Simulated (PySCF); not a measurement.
**Where the electron goes**

Species: C3H12SSi2.
Numbering: `[CH3:1][CH2:2][C@H:3]([SiH3:4])[S:5][SiH3:6]` (hydrogens: H7, H8, H9 on C1; H10, H11 on C2; H12 on C3; H13, H14, H15 on Si4; H16, H17, H18 on Si6)

Geometry (GFN2-xTB, Å), atoms numbered from 1 in this order:
```
atom  x, y, z in Å
C1    -0.6330   -2.1916   -0.0828
C2    -0.8194   -0.8264   -0.7327
C3    -0.6529    0.3301    0.2427
Si4   -1.0801    2.0315   -0.5152
S5     1.0110    0.3504    1.0410
Si6    2.4517    0.4678   -0.5288
H7    -0.7407   -2.9837   -0.8207
H8    -1.3739   -2.3425    0.6996
H9     0.3546   -2.2668    0.3668
H10   -1.8268   -0.7630   -1.1557
H11   -0.1114   -0.7113   -1.5578
H12   -1.3034    0.1558    1.1043
H13   -0.4013    2.1567   -1.8064
H14   -0.6565    3.0830    0.4022
H15   -2.5288    2.0568   -0.7224
H16    3.6930    0.5353    0.2216
H17    2.3985   -0.7325   -1.3590
H18    2.2106    1.6570   -1.3379
```

Theory: PySCF 2.14.0, density-fitted response routines, TDDFT B3LYP/def2-SVPD, vertical, gas phase, core orbitals frozen in the response.

Frontier orbitals with the atoms that hold most of them (Löwdin shares over 4%, at most four atoms; ? is withheld):

| orbital | ε (eV) | atoms |
| --- | --- | --- |
| HOMO-3 | -9.19 | S5 17%, C3 16%, C2 10%, Si6 9% |
| HOMO-2 | -9.01 | C3 20%, Si4 17%, C1 13%, C2 11% |
| HOMO-1 | -7.97 | ? |
| HOMO | -6.46 | S5 63%, C3 10%, Si6 8%, Si4 5% |
| LUMO | -0.17 | ? |
| LUMO+1 | 0.04 | S5 26%, Si6 20%, C3 12%, Si4 9% |
| LUMO+2 | 0.16 | Si6 27%, Si4 11%, S5 10%, H17 8% |

Problem. Give the leading atoms of the HOMO-1.

Solution. S5 (bonded to C and Si) 52%; C3 (bonded to C, S, Si and H) 13%; Si6 (bonded to S and 3 H) 11%; C2 (bonded to 2 C and 2 H) 6%. By element: sulfur 52%, carbon 19% or more, silicon 11% or more.

Problem. Give the leading atoms of the LUMO.

Solution. S5 (bonded to C and Si) 23%; Si6 (bonded to S and 3 H) 22%; Si4 (bonded to C and 3 H) 10%; H18 (bonded to Si) 8%. By element: silicon 32%, sulfur 23%, hydrogen 8% or more.

Problem. The HOMO–LUMO gap is 6.29 eV. Where does the response calculation put the lowest singlet, and from which orbitals?

Solution. S1 is at 5.27 eV (f = 0.0040), 1.03 eV below the gap, made of HOMO→LUMO (89%). Without the coupling terms of the response equations the lowest excitation would equal the gap.

Problem. One configuration dominates each of S1 and S2. Which, and how do the shares of the two leading atoms of either orbital change from the occupied to the empty one?

Solution. 
- S1 (5.27 eV, f 0.0040), HOMO→LUMO (89%): S5 63% → 23%, C3 10% → at most 8%, Si6 8% → 22%
- S2 (5.48 eV, f 0.017), HOMO→LUMO+1 (89%): S5 63% → 26%, C3 10% → 12%, Si6 8% → 20%

Löwdin shares depend on the basis, the more so with diffuse functions.

On Arm Neoverse N1, one thread (shared host), this took 75 s wall and 0.93 GiB of memory at its peak.

One conformer stands for the species.
